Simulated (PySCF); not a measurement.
Rigid-rotor lines calculated for a species of formula C5H8N2S (commonest isotopes; PBE0/def2-SVPD in PySCF (dipole) on a GFN2-xTB geometry, gas phase), labelled J(Ka,Kc):

```json
{"transition": "1(1,0) ← 0(0,0)", "MHz": "4728.3"}
{"transition": "1(0,1) ← 0(0,0)", "MHz": "2377.9"}
{"transition": "2(1,2) ← 1(1,1)", "MHz": "4626.1"}
{"transition": "2(1,1) ← 1(1,0)", "MHz": "4885.5"}
{"transition": "2(0,2) ← 1(0,1)", "MHz": "4750.3"}
```

Q: Find the rotational constants.

A: 1(0,1) ← 0(0,0) is B + C, 2(1,1) ← 1(1,0) is 3B + C and 2(1,2) ← 1(1,1) is B + 3C, so B − C is half the difference of the last two, 129.7 MHz. 1(1,0) ← 0(0,0) is A + B. A = 3474.5, B = 1253.8, C = 1124.1 MHz.

Q: What moments of inertia, asymmetry and inertial defect follow?

A: I = 505379 MHz·u·Å² over each constant: Ia = 145.45, Ib = 403.08, Ic = 449.58 u·Å²; κ = (2B − A − C)/(A − C) = -0.890 (asymmetric top); Δ = Ic − Ia − Ib = -98.95 u·Å².

Q: Which dipole components do these lines need?

A: μa and μc (a-type: ΔKa even, ΔKc odd; c-type: ΔKa odd, ΔKc even). The calculation gives |μa| = 2.33 D, |μb| = 0.07 D, |μc| = 0.69 D.

Q: Where do these fall, and of which type are they? 3(1,3) ← 3(0,3); 3(1,3) ← 2(1,2); 2(2,0) ← 1(1,0); 4(3,1) ← 3(2,1); 3(1,2) ← 2(1,1); 4(2,2) ← 3(2,1); 3(2,1) ← 2(2,0).

A: 
```csv
transition,MHz,type,branch
"3(1,3) ← 3(0,3)",1921,c,Q
"3(1,3) ← 2(1,2)",6936,a,R
"3(2,1) ← 2(2,0)",7156,a,R
"3(1,2) ← 2(1,1)",7325,a,R
"4(2,2) ← 3(2,1)",9562,a,R
"2(2,0) ← 1(1,0)",11553,c,R
"4(3,1) ← 3(2,1)",20927,c,R
```

Q: Which structure gave them?

A: `CCCc1ncns1`, point group C1. Three constants can't fix a structure by themselves; this is the one that was computed:
```xyz
16
C5H8N2S angstrom
C     -1.788    0.929    0.130
C     -1.511   -0.486    0.622
C     -0.330   -1.123   -0.116
C      0.944   -0.417    0.149
N      1.817   -0.069   -0.740
C      2.858    0.541   -0.146
N      2.843    0.688    1.147
S      1.471    0.047    1.754
H     -0.922    1.568    0.286
H     -2.632    1.359    0.664
H     -2.019    0.924   -0.933
H     -1.298   -0.469    1.694
H     -2.396   -1.106    0.467
H     -0.224   -2.165    0.203
H     -0.503   -1.115   -1.194
H      3.684    0.903   -0.729
```

The values belong to one conformer (point group C1) with, in the numbering `[CH3:1][CH2:2][CH2:3][c:4]1[n:5][cH:6][n:7][s:8]1`, C1–C2–C3–C4 65°, C2–C3–C4–N5 -134°. GFN2-xTB frequencies: not computed here. These are rigid-rotor constants of the computed structure; measured ground-state constants (B0) also hold zero-point vibration. A rigid rotor knows nothing of internal rotation, which can split or shift real lines. Quadrupole hyperfine structure (14N) is left out.
